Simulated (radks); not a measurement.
Values are calculated unless marked as measured or tabulated.
Question: Tm XLII, 28 electrons, occupied as [Ar] 3d10 (the NIST ground configuration). Level of theory: scalar-relativistic Kohn-Sham, SCAN, spin-polarised, spherical densities, finite nucleus; meta-GGA in the generalised Kohn-Sham scheme; Fermi nuclear charge, rms radius 5.2256 fm (a radial shooting solver on a logarithmic mesh with Libxc functionals). Some entries of the table are withheld. Estimate them.

| orbital | occ. | eigenvalue (hartree) | <r^2> (bohr^2) |
|---|---|---|---|
| 1s | 2 | -2252.400 | 0.0005484 |
| 2s | 2 | (1) | 0.008469 |
| 2p | 6 | -395.2538 | (2) |
| 3s | 2 | -149.0991 | 0.05344 |
| 3p | 6 | (3) | 0.05330 |
| 3d | 10 | (4) | (5) |

Answer: 
(1) 2s eigenvalue (hartree): -438.3705
(2) 2p <r^2> (bohr^2): 0.006903
(3) 3p eigenvalue (hartree): -135.8664
(4) 3d eigenvalue (hartree): -120.0910
(5) 3d <r^2> (bohr^2): 0.04363
